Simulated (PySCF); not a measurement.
# Ionisation energy along the 5-electron series

Calculated with PySCF 2.14 and a two-component X2C-1e Hamiltonian (Gaussian nucleus, no Breit or QED terms), each ion in its own even-tempered basis scaled to its charge; GMP2 freezes nothing and drops the highest virtual spinors. Values in eV. NIST values: (m) measured, (s) semi-empirical, (t) theoretical.

```tsv
ion	configuration	GHF (spin-free)	GMP2 (spin-free)	GHF (screened spin-orbit)	GMP2 (screened spin-orbit)	NIST
Pd⁴¹⁺	[He] 2s2 2p1	6355.1	6354.2	6479.8	6478.3	6469 ± 5 (s)
Ag⁴²⁺	[He] 2s2 2p1	6659.3	6658.5	6796.3	6794.8	6785 ± 5 (s)
Cd⁴³⁺	[He] 2s2 2p1	6970.9	6970.1	7121.2	7119.6	7109 ± 5 (s)
```

Between Z = 46 and Z = 48 the GMP2 (screened spin-orbit) value grows as Z to the power 2.22.
